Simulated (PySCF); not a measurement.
I6In2, SMILES [I][In-]1([I])[I+][In-]([I])([I])[I+]1.

Coordinates come from a PBE0-D3(BJ)/def2-SVP optimisation. The def2 effective core potentials stand for the cores of I, In; spin–orbit coupling is left out.

Two levels are set side by side: PBE/def2-SVP (PySCF) and CAM-B3LYP/def2-SVP (PySCF). Same geometry, gas phase. Differences are taken from unrounded values.

| quantity | PBE |
|---|---|
| orbital gap (eV) | 2.61 |
| highest occupied level (eV) | -6.61 |
| lowest empty level (eV) | -4.00 |
| mean polarisability (bohr³) | 261.5 |

These are the PBE values. What does CAM-B3LYP give? (Estimate from the structure and the level; the computed values follow.)


```csv
quantity,CAM-B3LYP,PBE minus CAM-B3LYP
orbital gap (eV),6.52,-3.90
highest occupied level (eV),-8.97,2.36
lowest empty level (eV),-2.45,-1.55
mean polarisability (bohr³),245.7,15.8
```

PBE's occupied levels lie high since its potential decays too fast outside the molecule; exact exchange lowers them and widens the gap. Loosely held outer electrons make PBE densities more polarisable. Differences between two approximate levels are no errors against the true value.

Rough cost on one machine, each run with all the roots and properties that it gave: CAM-B3LYP against PBE within a factor of 2.
